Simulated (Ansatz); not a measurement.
Ansatz (a first-principles code) input (HF/def2-TZVPPD):
A basis named .json is the Basis Set Exchange file of that set.

Ansatz 0.2 input:
```yaml
crystal:
  periodic: [false, false, false]
  atoms:
    - {symbol: Re, position_ang: [-0.03976755, -0.06843767, 0.00094718]}
    - {symbol: F, position_ang: [1.76553616, 0.49429607, -0.00707260]}
    - {symbol: F, position_ang: [-0.44487969, 1.77847803, -0.02438282]}
    - {symbol: F, position_ang: [-0.98926026, -1.70246021, 0.02356222]}
basis:
  gaussian:
    orbitals: def2-TZVPPD.json
hamiltonian:
  xc: hf
total_charge: -1
magnetization: {spin_polarized: true, initial_magnetization: 3}
```

End of the output:

```
integrals: 0.08 GiB planned
1209 factors; their error is unknown
mean field: 0.71 GiB planned
mean field evaluation 1: about -10230.0983 eV, gradient 2.7e1 eV
mean field evaluation 2: about -10232.6361 eV, gradient 2.0e1 eV
mean field evaluation 4: about -10234.2999 eV, gradient 2.3e0 eV
mean field evaluation 8: about -10234.3938 eV, gradient 1.7e-1 eV
mean field evaluation 16: about -10234.6005 eV, gradient 1.1e-5 eV
mean field evaluation 32: about -10221.3361 eV, gradient 1.1e1 eV
mean field evaluation 64: about -10234.1799 eV, gradient 2.2e0 eV
mean field evaluation 96: about -10233.0938 eV, gradient 4.0e0 eV
mean field evaluation 128: about -10231.8253 eV, gradient 2.1e0 eV
mean field evaluation 160: about -10233.6653 eV, gradient 1.0e0 eV
mean field evaluation 192: about -10231.5588 eV, gradient 1.2e1 eV
mean field evaluation 224: about -10228.7215 eV, gradient 8.3e0 eV
mean field -10234.60045039 eV, -376.1146292905 hartree, gradient 2.7e-5 eV, S^2 3.804963; 2 other end points of the search recorded, 0 dependent functions left out
reference -10234.60045039 eV, -376.1146292905 hartree; 23, 20 occupied and 156, 159 virtual orbitals, 1209 factors
Total energy: -10234.60045039 eV, -376.1146292905 hartree
```

This state (charge -1, quartet) is run at the relaxed geometry of the species with charge 0 and multiplicity 5.
